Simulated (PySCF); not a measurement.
Here is a computed PBE0-D3(BJ)/def2-SVP geometry (Å):
```
atom  x, y, z in Å
N1    -1.6677    0.8757   -0.4666
Ge2   -0.7171   -0.6186   -0.0003
C3     1.1734   -0.1840    0.5026
O4     1.5015    0.2523    1.5743
O5     2.0459   -0.3728   -0.4995
H6    -1.3303    1.3519   -1.2990
H7    -1.7712    1.5581    0.2800
H8    -1.3714   -1.2094    1.2544
H9    -0.7309   -1.5772   -1.2000
H10    2.9189   -0.0967   -0.1666
```

Neutral, closed shell.

(1) Which heavy atoms are bonded, and with what formal order?

(2) Write the SMILES.

(3) Name the point group.

(4) Classify the heavy atoms.

(5) What is the arrangement about Ge2?

(6) What is the arrangement about C3?

## Answers

(1) N1–Ge2 1.83 Å (single); Ge2–C3 2.00 Å (single); C3–O4 1.20 Å (double); C3–O5 1.34 Å (single). Bonds to hydrogen (Å): N1–H6 1.02; N1–H7 1.02; Ge2–H8 1.53; Ge2–H9 1.54; O5–H10 0.97.

(2) `[NH2][GeH2][C](=O)O`, CH5GeNO2.

(3) C1 (no symmetry element, even within 0.4 Å).

(4) N1: nitrogen bonded to Ge and 2 H; Ge2: germanium bonded to C, N and 2 H; C3: carbonyl carbon; O4: acid carbonyl oxygen; O5: acid hydroxyl oxygen.

(5) It has 4 neighbours (N1, C3, H8, H9) and is distorted tetrahedral (angles from 106.3° to 113.3°).

(6) It has 3 neighbours (Ge2, O4, O5) and is planar (angles 124.0°, 122.6° and 113.3°, sum 359.9°, 0.02 Å off the plane of its three neighbours).
